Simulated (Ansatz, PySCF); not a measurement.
Species: sum formula AlOH, charge 0, multiplicity 1. 
Geometry from a B3LYP-D3(BJ)/def2-TZVP (Ansatz, a program for electronic structure) optimisation:
SMILES: [OH][Al]
```xyz
3

Al     0.0000     0.0000    -0.7312
O      0.0000     0.0000     0.9503
H      0.0000     0.0000     1.9031
```
Charge 0, spin multiplicity 1.

Total electronic energies in hartree. Correlated levels leave the core frozen unless marked. No spin-orbit coupling. No relativistic terms. FCI takes restricted orbitals. Basis-set limits of correlation are two-point, X^-3; Hartree-Fock from the larger set (for Q and 5 zeta extrapolated as (X+1)exp(-9√X)). The bracket is a focal-point correction in the basis named.

```json
[
 {"level": "HF/aug-cc-pV(T+d)Z", "program": "Ansatz", "energy (Eh)": "-317.45067"},
 {"level": "BLYP/def2-TZVPD", "program": "Ansatz", "energy (Eh)": "(withheld)"},
 {"level": "M06-L/def2-TZVPD", "program": "PySCF", "energy (Eh)": "-318.30640"},
 {"level": "r2SCAN-D4/def2-TZVPD", "program": "Ansatz + dftd4", "energy (Eh)": "(withheld)"},
 {"level": "B2GP-PLYP-D3(BJ)/def2-TZVPD", "program": "Ansatz + dftd3", "energy (Eh)": "-318.12026"},
 {"level": "MP2/CBS(aug-cc-pV(T+d)Z,aug-cc-pV(Q+d)Z)", "program": "Ansatz", "energy (Eh)": "-317.8026"},
 {"level": "RI-MP2/aug-cc-pV(Q+d)Z", "program": "Ansatz", "energy (Eh)": "-317.78779"},
 {"level": "SCS-MP2/cc-pVTZ", "program": "Ansatz", "energy (Eh)": "-317.74643"},
 {"level": "SCS-MP2/def2-QZVPPD", "program": "Ansatz", "energy (Eh)": "-317.78535"},
 {"level": "CCSD/def2-SVPD", "program": "Ansatz", "energy (Eh)": "-317.53961"},
 {"level": "CCSD(T)/cc-pV(D+d)Z", "program": "Ansatz", "energy (Eh)": "-317.67142"},
 {"level": "FCI/STO-3G", "program": "Ansatz", "energy (Eh)": "-313.47877"},
 {"level": "RI-MP2/CBS(aug-cc-pV(T+d)Z,aug-cc-pV(Q+d)Z)+[CCSD(T)-MP2]/aug-cc-pV(D+d)Z", "program": "Ansatz", "energy (Eh)": "-317.8252"},
 {"level": "RI-MP2/CBS(aug-cc-pV(T+d)Z,aug-cc-pV(Q+d)Z)+[CCSD(T)-MP2]/aug-cc-pV(Q+d)Z", "program": "Ansatz", "energy (Eh)": "-317.8226"},
 {"level": "CCSD(T)/CBS(cc-pV(Q+d)Z,cc-pV(5+d)Z)", "program": "Ansatz", "energy (Eh)": "-317.8231"}
]
```

**Question.** What belongs in the gaps?

**Answer.** 
- BLYP/def2-TZVPD, energy (Eh): -318.33723
- r2SCAN-D4/def2-TZVPD, energy (Eh): -318.26574
